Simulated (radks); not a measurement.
Task: The mean radii <r> (bohr) of the occupied orbitals of an atom or ion are listed with their occupations. Calculated with a radial shooting solver on a logarithmic mesh with Libxc functionals: scalar-relativistic Kohn-Sham, PBEsol, spin-polarised, spherical densities, finite nucleus; Fermi nuclear charge, rms radius of each element as measured or else 0.836 A^(1/3) + 0.57 fm.

| orbital | occ. | <r> |
|---|---|---|
| 1s up | 1 | 0.02782 |
| 1s down | 1 | 0.02782 |
| 2s up | 1 | 0.1199 |
| 2s down | 1 | 0.1199 |
| 2p up | 3 | 0.1048 |
| 2p down | 3 | 0.1048 |
| 3s up | 1 | 0.3223 |
| 3s down | 1 | 0.3223 |
| 3p up | 3 | 0.3204 |
| 3p down | 3 | 0.3204 |
| 3d up | 5 | 0.2969 |
| 3d down | 5 | 0.2968 |
| 4s up | 1 | 0.7641 |
| 4s down | 1 | 0.7636 |
| 4p up | 3 | 0.8200 |
| 4p down | 3 | 0.8185 |
| 4d up | 5 | 0.9621 |
| 4d down | 5 | 0.9541 |
| 5s up | 1 | 1.857 |
| 5p up | 1 | 2.107 |

Name the element and its charge. Open shells, if any, are filled with parallel spins first.

Result: Z = 52, tellurium, charge +4: Te4+ in [Kr] 4d10 5s1 5p1. The 1s radius gives Z: for a bare nucleus <r> = (2 gamma + 1)/(2Z) with gamma = sqrt(1 - (Z/c)^2), 0.02741 bohr for Z = 52, and screening makes it slightly larger (0.02782 here). The occupations add up to 48, and the charge is Z minus that.
